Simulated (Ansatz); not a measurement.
The molecule NaBe, multiplicity 2 (lowest of 2S+1 = 2, 4 at CCSD(T)/def2-TZVPP on PBE0 minima; our sources give no spin for the ground state, which may be another).

D_e counts from the fitted minimum to each atom's lowest state at the same level, without counterpoise.

Correlated levels freeze the inner cores; with def2 sets outer-core shells near the valence are correlated too.

The values were computed with Ansatz (Gaussian orbitals). Values without a source in brackets are computed.

**Question.** Estimate the bond energy D_e that B2PLYP/def2-TZVPP returns for this input.

**Answer.** 4.6 kcal/mol

**Question.** Give the bond energy D_e at the level CCSD(T)/def2-QZVPP.

**Answer.** 3.7 kcal/mol

**Question.** Give the bond energy D_e at the level PBE0/def2-TZVPP.

**Answer.** 8.3 kcal/mol

Doubts at one or more of the structures used: a spin-contaminated determinant (CCSD(T)/def2-QZVPP).

Ansatz is a program for electronic structure.
